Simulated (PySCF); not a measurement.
# Simulated absorption spectrum

Compound: C5H3F2NS.
SMILES: `NC(=S)C#CC=C(F)F`

Theory: TDDFT B3LYP/def2-SVPD, vertical, gas phase, core orbitals frozen in the response (PySCF). One conformer (not necessarily the lowest) at the GFN2-xTB geometry, without solvent, vibrations or thermal averaging. Torsions of this conformer, `[NH2:1][C:2](=[S:3])[C:4]#[C:5][CH:6]=[C:7]([F:8])[F:9]`: H–N1–C2–S3 0°, H–N1–C2–S3 180°.

Computed states:

```tsv
state	E (eV)	f
S1	2.47	0.0001
S2	3.83	0.247
S3	4.62	0.0001
S4	4.68	0.183
S5	4.89	0.0002
S6	5.16	0.161
S7	5.33	0.0006
S8	5.51	0.217
```

Broadening: Gaussians 0.25 eV wide at half height, area fixed by f = 4.319×10⁻⁹ ∫ε dν̃. The width is an assumption, not a result. The curve ends short of the highest state used, and states not computed would add to its high-energy end.

(1) Give the broadened spectrum and its maxima.

(2) On this curve, what absorbance would a 10⁻⁴ mol/L sample give at 355 nm over a 1 cm path?

(3) Does any computed singlet lie in the visible range?

(4) Coming from long wavelengths, where does ε first pass 100 L mol⁻¹ cm⁻¹?

Answers

(1) 
(λ (nm), ε (L mol⁻¹ cm⁻¹)): (252.5, 3002), (258.6, 10940), (264.8, 19777), (270.9, 12528), (277.1, 3129), (283.2, 363), (289.4, 24), (295.5, 82), (301.7, 931), (307.8, 5058), (314.0, 14975), (320.1, 24941), (326.3, 25269), (332.4, 16421), (338.6, 7087), (344.7, 2178), (350.9, 477), (357.0, 81), (363.2, 10), (369.3, 1), (375.4, 0), (381.6, 0), (387.7, 0), (393.9, 0), (400.0, 0), (406.2, 0), (412.3, 0), (418.5, 0), (424.6, 0), (430.8, 0), (436.9, 0), (443.1, 0), (449.2, 0), (455.4, 1), (461.5, 1), (467.7, 2), (473.8, 3), (480.0, 5), (486.1, 7), (492.3, 8), (498.4, 9), (504.6, 9), (510.7, 8), (516.9, 7), (523.0, 5), (529.2, 4), (535.3, 3), (541.5, 2), (547.6, 1), (553.8, 1), (559.9, 0), (566.1, 0), (572.2, 0), (578.4, 0), (584.5, 0), (590.7, 0)

Maxima: 501 nm (2.47 eV), ε about 8.6, made up of S1 (100%); 323 nm (3.83 eV), ε about 27000, made up of S2 (100%); 265 nm (4.68 eV), ε about 20000, made up of S4 (100%) (ε in L mol⁻¹ cm⁻¹; maxima over ε = 5, shares over 10%).

(2) 355 nm is 3.493 eV, where ε is about 150 L mol⁻¹ cm⁻¹, so A = ε c l ≈ 0.015 (Beer–Lambert, with the gas-phase spectrum and the assumed width).

(3) S1 lies in the visible range (380 to 750 nm), at 501 nm, dark in the vertical dipole picture (f under 0.0005); light of that wavelength is blue-green to green, and its complementary colour is red to purple; a Tamm–Dancoff triplet lies at 564 nm, without intensity as long as spin–orbit coupling is left out.

(4) At about 356 nm (3.48 eV), 1.01 eV above S1.
